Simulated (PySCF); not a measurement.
PySCF input file for Si(H)(NHSiH3)(Me)2 (C2H11NSi2), SMILES C[SiH](C)N[SiH3], B3LYP-D3(BJ)/def2-SVP. Geometry: B3LYP-D3(BJ)/def2-SVP. The values are those of a single conformer.

```python
import numpy as np
from pyscf import gto, scf, dft, df
from pyscf.hessian import thermo

mol = gto.M(
    atom='''
    Si   -0.85827381   -0.03552873   -0.60864000
    C    -1.91132686    1.52273529   -0.54822095
    C    -1.29555234   -1.20809686    0.79455225
    N     0.84071849    0.36815772   -0.45122161
    Si    2.04278628   -0.28844903    0.62534379
    H    -1.11936623   -0.71460211   -1.91889264
    H    -2.97969893    1.28294170   -0.67920057
    H    -1.62854591    2.22674262   -1.34844169
    H    -1.78799225    2.04057845    0.41686071
    H    -2.35258764   -1.51124480    0.72275979
    H    -0.68402537   -2.12458452    0.76548566
    H    -1.14673440   -0.72804431    1.77527652
    H     1.20782017    1.02118105   -1.14000056
    H     2.30060103   -1.74602928    0.40861572
    H     3.31405521    0.45517029    0.38665308
    H     1.64954577   -0.13135509    2.05759446
    ''',
    basis='def2-SVP',
    charge=0,
    spin=0,
    max_memory=1600,
    verbose=3,
)
mf = dft.RKS(mol, xc='b3lyp').density_fit(auxbasis='def2-universal-jkfit')
mf.disp = 'd3bj'
mf.grids.level = 3
mf.conv_tol = 1e-11
mf.max_cycle = 100
mf.kernel()

# [left out here: the lines that compute and print the analytic Hessian (its translational invariance restored by hand, since the grid's response is missing), thermochemistry and intensities]
```

Output:

```
converged SCF energy = -716.416588029937

WARN: DFTD3 does not support analytical Hessian, using finite difference


WARN: Mole.unit (angstrom) is changed to Bohr

Mode                                 0                   1                   2
Irrep
Freq [cm^-1]                       25.9887             58.0414            133.3204
Reduced mass [au]                   2.0122              1.2016              2.7380
Force const [Dyne/A]                0.0008              0.0024              0.0287
Char temp [K]                      37.3919             83.5086            191.8183
Normal mode                   x     y     z       x     y     z       x     y     z
       0  Si                -0.01 -0.00 -0.02    0.01  0.01 -0.00   -0.03 -0.03  0.02
       1   C                 0.04  0.03  0.09   -0.04 -0.02 -0.03    0.05  0.03 -0.01
       2   C                 0.02 -0.03 -0.04    0.03 -0.00 -0.01   -0.14 -0.04 -0.03
       3   N                 0.02 -0.09 -0.09   -0.01  0.06  0.05   -0.03 -0.03  0.05
       4  Si                -0.03  0.05  0.04   -0.00 -0.03 -0.01    0.08  0.05 -0.02
       5   H                -0.09  0.06 -0.04    0.05 -0.01 -0.00   -0.00 -0.00  0.00
       6   H                 0.03  0.07  0.13   -0.03 -0.06 -0.06    0.05  0.11 -0.15
       7   H                 0.03  0.05  0.10   -0.04 -0.02 -0.03    0.19  0.05  0.05
       8   H                 0.11 -0.02  0.10   -0.08 -0.01 -0.03   -0.02 -0.03  0.02
       9   H                -0.00  0.02  0.01    0.04 -0.03 -0.00   -0.16  0.05 -0.07
      10   H                -0.02 -0.06 -0.11    0.05  0.01 -0.01   -0.21 -0.09 -0.06
      11   H                 0.09 -0.07 -0.03    0.02 -0.00 -0.00   -0.12 -0.10 -0.01
      12   H                 0.04 -0.16 -0.15   -0.04  0.21  0.18   -0.09  0.05  0.10
      13   H                -0.16 -0.02  0.34   -0.43 -0.13  0.18    0.08  0.04  0.03
      14   H                 0.03 -0.10 -0.13    0.14 -0.38 -0.35    0.04  0.06 -0.18
      15   H                 0.01  0.38  0.01    0.31  0.31  0.05    0.22  0.10  0.02
Mode                                 3                   4                   5
Irrep
Freq [cm^-1]                      162.9675            175.1055            187.2162
Reduced mass [au]                   1.0599              1.0423              2.1898
Force const [Dyne/A]                0.0166              0.0188              0.0452
Char temp [K]                     234.4740            251.9378            269.3624
Normal mode                   x     y     z       x     y     z       x     y     z
       0  Si                 0.01  0.01 -0.00   -0.00  0.00  0.00   -0.03 -0.03  0.02
       1   C                -0.03 -0.02 -0.00   -0.01 -0.00 -0.03    0.11  0.07 -0.05
       2   C                 0.03  0.03  0.02    0.01 -0.02 -0.01    0.09 -0.07  0.02
       3   N                 0.01  0.00 -0.01   -0.01  0.02  0.03   -0.05  0.02  0.01
       4  Si                -0.01 -0.01  0.00    0.00  0.00  0.01   -0.05  0.01 -0.01
       5   H                 0.01  0.01 -0.00    0.00 -0.00  0.00   -0.08 -0.05  0.04
       6   H                 0.02 -0.01 -0.47   -0.03 -0.04  0.24    0.08  0.25 -0.15
       7   H                 0.26  0.18  0.28   -0.19 -0.14 -0.22    0.31  0.01 -0.03
       8   H                -0.41 -0.25  0.17    0.19  0.17 -0.15    0.11  0.07 -0.05
       9   H                -0.04  0.24  0.21   -0.12  0.35  0.26    0.12 -0.16  0.09
      10   H                -0.16 -0.09 -0.13   -0.31 -0.22 -0.32    0.17 -0.02 -0.07
      11   H                 0.31 -0.04  0.01    0.46 -0.20  0.01    0.14 -0.10  0.03
      12   H                 0.04 -0.08 -0.08   -0.01  0.03  0.03   -0.11  0.20  0.14
      13   H                 0.01 -0.01 -0.00    0.02  0.01 -0.03   -0.04  0.02 -0.06
      14   H                -0.00 -0.00  0.04   -0.00  0.02  0.02   -0.06  0.04  0.02
      15   H                -0.05 -0.02 -0.01    0.01 -0.04  0.01   -0.04 -0.05  0.00
Mode                                 6                   7                   8
Irrep
Freq [cm^-1]                      235.7197            285.9725            341.6484
Reduced mass [au]                   2.1025              2.5390              1.6705
Force const [Dyne/A]                0.0688              0.1223              0.1149
Char temp [K]                     339.1481            411.4507            491.5559
Normal mode                   x     y     z       x     y     z       x     y     z
       0  Si                -0.03  0.06  0.06    0.06 -0.01  0.07    0.03  0.03  0.05
       1   C                -0.07  0.05 -0.08    0.04 -0.03 -0.01   -0.02  0.00 -0.01
       2   C                 0.04 -0.07 -0.03   -0.06 -0.05  0.01   -0.02 -0.01  0.01
       3   N                 0.01 -0.05  0.01    0.03  0.11 -0.04    0.06 -0.07 -0.11
       4  Si                 0.04 -0.01  0.01   -0.05  0.01 -0.04   -0.01  0.00  0.00
       5   H                -0.04  0.09  0.04    0.08 -0.06  0.09   -0.13  0.01  0.09
[...]
Mode                                33                  34                  35
Irrep
Freq [cm^-1]                     2209.9493           2221.7602           3022.9582
Reduced mass [au]                   1.0354              1.0370              1.0357
Force const [Dyne/A]                2.9795              3.0160              5.5761
Char temp [K]                    3179.6250           3196.6182           4349.3638
Normal mode                   x     y     z       x     y     z       x     y     z
       0  Si                 0.00  0.00  0.00    0.00  0.00  0.00    0.00 -0.00 -0.00
       1   C                -0.00 -0.00  0.00   -0.00  0.00 -0.00   -0.03  0.04 -0.00
       2   C                 0.00 -0.00  0.00   -0.00 -0.00 -0.00    0.00  0.00 -0.00
       3   N                -0.00  0.00 -0.00   -0.00 -0.00 -0.00   -0.00  0.00 -0.00
       4  Si                 0.01  0.01 -0.03   -0.03 -0.01  0.00    0.00 -0.00  0.00
       5   H                -0.01 -0.02 -0.04   -0.01 -0.02 -0.04   -0.00  0.00  0.00
       6   H                -0.00  0.00  0.00   -0.00  0.00  0.00    0.56  0.14  0.07
       7   H                 0.00 -0.00  0.00   -0.00 -0.00  0.00   -0.16 -0.35  0.42
       8   H                -0.00  0.00 -0.00   -0.00 -0.00  0.00   -0.07 -0.25 -0.49
       9   H                -0.00 -0.00  0.00    0.00  0.00  0.00   -0.03 -0.01 -0.00
      10   H                -0.00 -0.00 -0.00    0.00  0.00 -0.00    0.01 -0.02 -0.00
      11   H                -0.00 -0.00 -0.00    0.00  0.00  0.00    0.00  0.01  0.02
      12   H                -0.00 -0.00 -0.01   -0.00 -0.00 -0.00   -0.00 -0.00  0.00
      13   H                 0.07 -0.37 -0.07    0.00 -0.09 -0.01   -0.00  0.00 -0.00
      14   H                -0.07 -0.04  0.01    0.83  0.49 -0.16   -0.00 -0.00 -0.00
      15   H                -0.24  0.11  0.86   -0.03 -0.00  0.06   -0.00 -0.00 -0.00
Mode                                36                  37                  38
Irrep
Freq [cm^-1]                     3028.7693           3111.1488           3117.3945
Reduced mass [au]                   1.0359              1.1016              1.1025
Force const [Dyne/A]                5.5990              6.2821              6.3129
Char temp [K]                    4357.7246           4476.2504           4485.2366
Normal mode                   x     y     z       x     y     z       x     y     z
       0  Si                 0.00  0.00 -0.00   -0.00 -0.00  0.00   -0.00  0.00  0.00
       1   C                -0.00  0.00 -0.00   -0.06 -0.04  0.04    0.03  0.02  0.07
       2   C                -0.01 -0.03  0.04    0.00  0.00  0.00   -0.04  0.00 -0.01
       3   N                -0.00 -0.00  0.00    0.00  0.00 -0.00    0.00  0.00 -0.00
       4  Si                 0.00 -0.00  0.00    0.00 -0.00  0.00    0.00  0.00 -0.00
       5   H                -0.00 -0.00  0.00    0.00  0.00 -0.00    0.00 -0.00 -0.00
       6   H                 0.02  0.01  0.00    0.59  0.13  0.08   -0.37 -0.08 -0.03
       7   H                -0.01 -0.02  0.02    0.18  0.46 -0.52    0.07  0.17 -0.18
       8   H                -0.00 -0.01 -0.02   -0.02 -0.05 -0.08   -0.07 -0.32 -0.59
       9   H                 0.54  0.15  0.05   -0.03 -0.01 -0.00    0.38  0.11  0.02
      10   H                -0.32  0.47  0.03   -0.00  0.01  0.00    0.13 -0.21 -0.01
      11   H                -0.08 -0.26 -0.50   -0.00 -0.01 -0.03    0.01  0.07  0.13
      12   H                -0.00  0.00 -0.00    0.00 -0.00 -0.00    0.00 -0.00  0.00
      13   H                 0.00  0.00 -0.00   -0.00  0.00 -0.00   -0.00 -0.00  0.00
      14   H                 0.00  0.00 -0.00    0.00  0.00 -0.00   -0.00 -0.00  0.00
      15   H                 0.00  0.00 -0.00    0.00  0.00 -0.00   -0.00 -0.00  0.00
Mode                                39                  40                  41
Irrep
Freq [cm^-1]                     3118.5568           3120.8709           3578.7452
Reduced mass [au]                   1.1019              1.1024              1.0747
Force const [Dyne/A]                6.3141              6.3259              8.1094
Char temp [K]                    4486.9089           4490.2384           5149.0176
Normal mode                   x     y     z       x     y     z       x     y     z
       0  Si                 0.00 -0.00  0.00   -0.00 -0.00 -0.00   -0.00  0.00 -0.00
       1   C                 0.02  0.01  0.04   -0.01 -0.01 -0.01   -0.00 -0.00  0.00
       2   C                 0.07 -0.03  0.00   -0.01 -0.06 -0.06    0.00 -0.00  0.00
       3   N                -0.00 -0.00  0.00    0.00  0.00  0.00    0.02  0.04 -0.05
       4  Si                -0.00 -0.00  0.00    0.00 -0.00 -0.00    0.00  0.00  0.00
       5   H                -0.00 -0.00 -0.00    0.00  0.00  0.01   -0.00 -0.00 -0.00
       6   H                -0.24 -0.05 -0.02    0.10  0.02  0.01   -0.00  0.00 -0.00
       7   H                 0.04  0.08 -0.09   -0.01 -0.02  0.01    0.00  0.00 -0.00
       8   H                -0.04 -0.18 -0.33    0.01  0.06  0.11    0.00 -0.00  0.00
       9   H                -0.56 -0.17 -0.04    0.31  0.08  0.01   -0.00 -0.00 -0.00
      10   H                -0.32  0.49  0.02   -0.25  0.36  0.00   -0.00  0.00  0.00
      11   H                 0.01  0.00  0.01    0.10  0.33  0.68   -0.00 -0.00 -0.00
      12   H                 0.00  0.00 -0.00   -0.00 -0.00  0.00   -0.35 -0.62  0.65
      13   H                 0.00  0.00 -0.00    0.00  0.00  0.00    0.00 -0.00  0.00
      14   H                 0.00  0.00 -0.00   -0.00  0.00  0.00    0.00 -0.00  0.00
      15   H                 0.00  0.00 -0.00   -0.00  0.00  0.00    0.00 -0.00  0.00
temperature 298.1500 [K]
pressure 101325.00 [Pa]
Rotational constants [GHz] 4.85522 1.69164 1.41207
Symmetry number 1
Zero-point energy (ZPE) 0.12323 [Eh]   323539.754 [J/mol]
                           tot       elec      trans        rot        vib
Entropy [J/mol/K]       403.444      0.000    166.823    115.974    120.648
Cv [J/mol/K]            139.808      0.000     12.472     12.472    114.864
Cp [J/mol/K]            148.122      0.000     20.786     12.472    114.864
Internal energy [J/mol]                      3718.434   3718.434 341503.723
Internal energy [Eh]   -716.28368  -716.41659
Enthalpy [J/mol]                             6197.391   3718.434 341503.723
Enthalpy [Eh]          -716.28274
Gibbs free energy [J/mol]                  -43540.772 -30859.096 305532.471
Gibbs free energy [Eh] -716.32855
mode   freq/cm-1   IR/(km/mol)
   1       25.99         0.511
   2       58.04         0.922
   3      133.32         0.594
   4      162.97         0.472
   5      175.11         0.013
   6      187.22         3.489
   7      235.72         1.663
   8      285.97         8.027
   9      341.65        56.539
  10      581.82         2.250
  11      617.16         6.278
  12      660.94         1.366
  13      690.96         8.616
  14      720.76        21.056
  15      723.42         4.855
  16      755.59        54.130
  17      809.98        58.786
  18      853.69        65.351
  19      905.96       350.110
  20      920.05       353.594
  21      939.28        75.848
  22      944.53        76.712
  23      972.13        51.135
  24     1015.89       128.311
  25     1190.66       180.806
  26     1269.50        36.306
  27     1276.60        21.701
  28     1430.69         1.143
  29     1430.87         0.514
  30     1438.15         4.169
  31     1443.74         7.081
  32     2174.16       168.851
  33     2188.97       190.196
  34     2209.95       100.674
  35     2221.76       131.014
  36     3022.96         4.709
  37     3028.77         2.027
  38     3111.15         8.868
  39     3117.39         3.681
  40     3118.56        10.673
  41     3120.87         6.983
  42     3578.75        28.760
max |gradient| / (hartree/bohr): 3.783179938754005e-05
APT charges: [ 1.5466 -0.3697 -0.372  -1.1627  1.3401 -0.3516  0.0022  0.0077  0.0104
  0.0229  0.0179  0.0197  0.1558 -0.3021 -0.2779 -0.2875]
```

Self-consistency was reached.

Cost: about 7 core-minutes (a rough figure).
